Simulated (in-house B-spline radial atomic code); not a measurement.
RPA and G0W0 on HSE06: Se4+

Configuration [Ar] 3d10 4s2, mean-field start HSE06. Computed with an all-electron radial atomic-structure program (B-spline basis): all electrons, non-relativistic, point nucleus, each spin shell either full or empty, empty states to l = 9 with an (l + 1/2)⁻⁴ tail; G0W0 by contour deformation at full frequency.

Command:
```bash
python run_gw.py task.json out
```
Settings (radii: box in bohr, nucleus in fm):
```
Z                        34
electrons                30
configuration            [Ar] 3d10 4s2
hamiltonian              nr
method                   hse06
lmax                     9
spin_polarised           False
box_radius               11.96
intervals                51
ion_configuration        [Ar] 3d10 4s1
```

Run time, properties included: 6 s on 1 thread of Arm Neoverse N1 (shared host).

Energies (hartree):

| term | value |
| --- | --- |
| mean-field total | -2397.37891 |
| Hartree-Fock functional on these orbitals | -2396.10526 |
| direct second order | -2.5723 |
| second-order exchange | 0.74802 |
| SOSEX correction | 0.68383 |

What is the RPA correlation energy, and what remains with SOSEX?

RPA gives -2.2312 hartree (-2.02 eV per electron); RPA + SOSEX gives -1.5473, and the second-order doubles -1.8243 hartree (no singles). RPA lacks exchange-type terms and so overcorrelates at short range.

Quasi-particle levels (eV):

```json
{"level": "4s", "occupied": "yes", "mean field": "-61.80", "Σx - vxc": "-3.12", "Σc": "?", "QP weight": "?", "G0W0": "?"}
{"level": "3d", "occupied": "yes", "mean field": "-109.76", "Σx - vxc": "-13.80", "Σc": "3.51", "QP weight": "0.923", "G0W0": "-120.04"}
{"level": "4p", "occupied": "no", "mean field": "-47.02", "Σx - vxc": "5.70", "Σc": "-1.61", "QP weight": "0.959", "G0W0": "-42.92"}
```

G0W0 = mean field + (Σx - vxc) + Σc, with Σc (partial-wave tail included) taken at the quasi-particle energy. Only the outer levels were computed. Levels of low weight are left out.

Where does G0W0 put 4s?

At -67.13 eV, with Σc = -2.21 eV and a quasi-particle weight of 0.961. The tabulated removal energy is 68.3 ± 0.1 eV (NIST, semi-empirical); the calculation leaves out relativity, Breit and QED terms, and what these don't explain is the method's own error.

What does it cost to remove one electron (to [Ar] 3d10 4s1) by differences of total energies, each species on its own start (correlation terms add to the Hartree-Fock functional)?

HSE06 66.75 eV, Hartree-Fock functional 64.58 eV, + RPA 67.02 eV, + RPA + SOSEX 66.45 eV, + second order 67.36 eV. Tabulated: 68.3 ± 0.1 eV (NIST, semi-empirical); the calculation leaves out relativity, Breit and QED terms, and what these don't explain is the method's own error.
